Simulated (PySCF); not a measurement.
Part of a log for `C=C[CH2][AlH][CH3]`: ground state, then the species with a core hole.

The calculation used delta-SCF UKS SCAN, pcX-2 on the ionised atom, pcseg-1 elsewhere, spin-free X2C in PySCF. The program numbers atoms from 0. The cycles run on a coarse integration grid; for E(ground) and E(ion) the exchange–correlation energy is redone on a finer one, so they differ from the last cycle, and only they enter the binding energy.

Coordinates (Å, PBE0-D3(BJ)/def2-SVP):
```
C     -1.904238     0.804948    -0.279668
C     -1.503028    -0.212312     0.491683
C     -0.533925    -1.277553     0.120543
Al     1.315679    -0.879985     0.703055
C      1.847161     0.976311     0.994407
H     -1.562481     0.907109    -1.315580
H     -2.590458     1.568342     0.095021
H     -1.888891    -0.254194     1.519912
H     -0.462693    -1.376271    -0.981007
H     -0.838090    -2.267634     0.500972
H      2.336207    -2.095583     0.878020
H      1.466439     1.622699     0.185237
H      1.382773     1.357277     1.921906
H      2.934184     1.125886     1.081338
```

```
ground state, core basis on atom 0 (C), 150 functions
  cycle   1  E = -400.45611967  |g| = 6.54e-01
  cycle   2  E = -400.35440267  |g| = 8.64e-01
  cycle   3  E = -400.57510850  |g| = 5.46e-02
  cycle   4  E = -400.57609997  |g| = 2.84e-02
  cycle   5  E = -400.57624006  |g| = 1.67e-02
  cycle   6  E = -400.57631501  |g| = 4.39e-03
  cycle   7  E = -400.57632014  |g| = 1.53e-03
  cycle   8  E = -400.57632000  |g| = 2.71e-04
  E(ground) = -400.61505936 Eh
hole in C 1s of atom 0
  cycle   1  E = -389.35139958  |g| = 1.51e+00
  cycle   2  E = -388.24048047  |g| = 1.95e+00
  cycle   3  E = -389.81677910  |g| = 4.42e-01
  cycle   4  E = -389.87714485  |g| = 3.17e-01
  ...
  cycle   8  E = -389.93558948  |g| = 3.18e-03
  cycle   9  E = -389.93559754  |g| = 1.38e-03
  cycle  10  E = -389.93559958  |g| = 4.66e-04
  E(ion) = -389.97380359 Eh   <S^2> = 0.7790   hole on atom = 1.000
```

What is the C 1s binding energy of atom 0?

(-389.973804 − (-400.615059)) Eh × 27.2114 eV/Eh = 289.56 eV, for the terminal =CH2 carbon.

```
ground state, core basis on atom 3 (Al), 161 functions
  cycle   1  E = -400.64576971  |g| = 2.41e-01
  cycle   2  E = -400.64584716  |g| = 3.96e-02
  cycle   3  E = -400.64582705  |g| = 2.91e-02
  cycle   4  E = -400.64593883  |g| = 1.25e-02
  cycle   5  E = -400.64598165  |g| = 2.21e-03
  cycle   6  E = -400.64598294  |g| = 2.48e-04
  E(ground) = -400.64815996 Eh
hole in Al 1s of atom 3
  cycle   1  E = -342.07253152  |g| = 3.97e+00
  cycle   2  E = -341.15366019  |g| = 2.27e+00
  cycle   3  E = -339.53354177  |g| = 1.82e+00
  cycle   4  E = -342.97824935  |g| = 3.86e-01
  ...
  cycle  10  E = -343.07604905  |g| = 7.70e-04
  cycle  11  E = -343.07604912  |g| = 6.23e-04
  cycle  12  E = -343.07604994  |g| = 4.74e-04
  E(ion) = -343.08177821 Eh   <S^2> = 0.7522   hole on atom = 1.000
```

What is the Al 1s binding energy of atom 3?

(-343.081778 − (-400.648160)) Eh × 27.2114 eV/Eh = 1566.46 eV, for the aluminium bonded to 2 C and H.

```
ground state, core basis on atom 4 (C), 150 functions
  cycle   1  E = -400.57542596  |g| = 5.77e-02
  cycle   2  E = -400.57538038  |g| = 2.12e-02
  cycle   3  E = -400.57535966  |g| = 2.31e-02
  cycle   4  E = -400.57549634  |g| = 3.65e-03
  cycle   5  E = -400.57550143  |g| = 8.88e-04
  cycle   6  E = -400.57549984  |g| = 1.11e-04
  E(ground) = -400.61422823 Eh
hole in C 1s of atom 4
  cycle   1  E = -389.36136596  |g| = 1.50e+00
  cycle   2  E = -388.76496123  |g| = 1.74e+00
  cycle   3  E = -389.89050644  |g| = 3.08e-01
  cycle   4  E = -389.92495566  |g| = 1.10e-01
  ...
  cycle   8  E = -389.93177695  |g| = 1.88e-03
  cycle   9  E = -389.93177882  |g| = 1.02e-03
  cycle  10  E = -389.93178030  |g| = 4.72e-04
  E(ion) = -389.96955744 Eh   <S^2> = 0.7669   hole on atom = 1.000
```

What is the C 1s binding energy of atom 4?

(-389.969557 − (-400.614228)) Eh × 27.2114 eV/Eh = 289.66 eV, for the methyl carbon.

```
ground state, core basis on atom 1 (C), 150 functions
  cycle   1  E = -400.57636517  |g| = 6.22e-02
  cycle   2  E = -400.57558026  |g| = 6.09e-02
  cycle   3  E = -400.57616660  |g| = 3.93e-02
  cycle   4  E = -400.57658571  |g| = 6.47e-03
  cycle   5  E = -400.57659851  |g| = 5.60e-04
  cycle   6  E = -400.57659571  |g| = 1.59e-04
  E(ground) = -400.61532344 Eh
hole in C 1s of atom 1
  cycle   1  E = -389.32645574  |g| = 1.51e+00
  cycle   2  E = -387.16999130  |g| = 2.18e+00
  cycle   3  E = -389.61915490  |g| = 6.37e-01
  cycle   4  E = -389.80400237  |g| = 4.45e-01
  ...
  cycle  11  E = -389.90548681  |g| = 2.39e-03
  cycle  12  E = -389.90549493  |g| = 1.22e-03
  cycle  13  E = -389.90549872  |g| = 4.06e-04
  E(ion) = -389.94312332 Eh   <S^2> = 0.8580   hole on atom = 1.000
```

What is the C 1s binding energy of atom 1?

(-389.943123 − (-400.615323)) Eh × 27.2114 eV/Eh = 290.40 eV, for the alkene CH carbon.

The ground state is recomputed for each atom, because the flexible core basis sits on the ionised atom alone; energies of different blocks can't be mixed. The unrestricted hole states depart most from a pure doublet (⟨S²⟩ = 0.75; over 0.85 named) for atom 1 (0.86), which makes this value less certain. Geometry: PBE0-D3(BJ)/def2-SVP, one conformer, isolated molecule.

On one thread, x86-64 server (shared host), this took 28 s.

Conformer computed: `[CH2:1]=[CH:2][CH2:3][AlH:4][CH3:5]`: C1–C2–C3–Al4 95°, C2–C3–Al4–C5 -24°.
Labels such as C1 count atoms from 1, the log's own numbers from 0.
